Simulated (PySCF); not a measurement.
CH₈BNO.
Structure used (PBE0-D3(BJ)/def2-SVP), in Å, numbered top down from 1:
```xyz
12
CH8BNO angstrom
C      1.4919   -0.3552   -0.1621
O      0.5576   -0.8542   -1.0546
B     -0.6657   -1.3739   -0.5470
N     -1.7000   -0.0505   -0.3764
H      2.4422   -0.1626   -0.6880
H      1.6975   -1.0560    0.6708
H      1.1868    0.6106    0.3023
H     -1.2632   -2.0623   -1.3679
H     -0.6250   -1.8504    0.5909
H     -2.6461   -0.3547   -0.1462
H     -1.7270    0.4544   -1.2635
H     -1.3879    0.5988    0.3467
```

Method: PySCF 2.14.0, delta-SCF UKS SCAN, pcX-2 on the ionised atom, pcseg-1 elsewhere, spin-free X2C. The ground state was rerun for each ionised atom, in the same mixed basis as its hole state.

```csv
ionised atom,basis functions,E(ionised) (Eh),binding energy (eV)
B3,127,-190.60056,195.042
C1,127,-187.05558,291.630
N4,127,-182.79588,407.803
O2,127,-178.06284,537.060
```

Q: Fill in the total energy of each ground state.

A: With binding energy = E(ionised) − E(ground) and 27.2114 eV a hartree:

```tsv
atom	binding energy (Eh)	E(ground) (Eh)
B3	7.1676	-197.7682
C1	10.7172	-197.7728
N4	14.9865	-197.7824
O2	19.7366	-197.7994
```

Q: How much do the ground-state energies differ, and what would follow from using one of them for all holes?

A: They run from -197.7994 Eh (core basis on O2) to -197.7682 Eh (on B3), 0.0312 Eh or 0.85 eV apart, though the state is the same; only basis and grid differ. Pairing the ion of B3 with the ground state of O2 would put its binding energy 0.85 eV too high.

Only 1s holes are shown. One conformer (not necessarily the lowest) at the PBE0-D3(BJ)/def2-SVP geometry, without solvent, vibrations or thermal averaging.
